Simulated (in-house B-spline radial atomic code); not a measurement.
The numbers below are computed, except where a source is named.
**He in an electron gas of r_s = 3.3: phase shifts, screening and friction**

A nucleus sits in a uniform electron gas with a rigid positive background. The Kohn-Sham equations are solved self-consistently in the spin-unpolarised LDA (PW92), non-relativistic, on B-splines with outgoing waves at the boundary and partial waves to l = 8. The model has no lattice, no bands and no magnetic solution. Atomic units; δ_l are the phase shifts at the Fermi level, counted so that each bound state adds π, and good to about 0.0005.

The density parameter is r_s = 3.3 bohr.

```csv
l,δ_l (rad)
0,2.4430
1,0.2006
2,0.0199
3,-0.0004
4,-0.0002
5,-0.0002
6,-0.0001
7,-0.0001
8,-0.0001
```

Bound levels below the band bottom (hartree): s -0.4203.

(1) Check the Friedel sum rule, and say where the screening charge sits.

(2) Find the transport cross section and the electronic stopping of a 2 keV He ion (mass 4.0 u).

Results:

(1) k_F = (9π/4)^(1/3)/r_s = 0.58156. The rule is Z = (2/π) Σ (2l + 1) δ_l. The terms are s 1.555, p 0.383, d 0.063, f -0.002 and -0.005 beyond, in all 1.995 against Z = 2. Bound states hold 2 s, 0 p, 0 d electrons, so the scattering states carry -0.01 in all; where a term is smaller than its bound count, the bound level has drawn weight out of the band.

(2) σ_tr = (4π/k_F²) Σ (l + 1) sin²(δ_l − δ_(l+1)). The terms for l = 0 to 3 are 0.6128, 0.0646, 0.0012, 0.0000, all together 0.6786, so σ_tr = 37.155 × 0.6786 = 25.215 bohr². With n = 3/(4π r_s³) = 0.006643, the friction coefficient is Q = n k_F σ_tr = 0.0974. For v well below v_F = 0.582, dE/dx = Q v; with 24801 eV per u at v = 1, v = √(2000/(24801 × 4.0)) = 0.1420, so dE/dx = 0.01383 hartree/bohr = 7.11 eV/nm. The largest term couples the s and p waves.
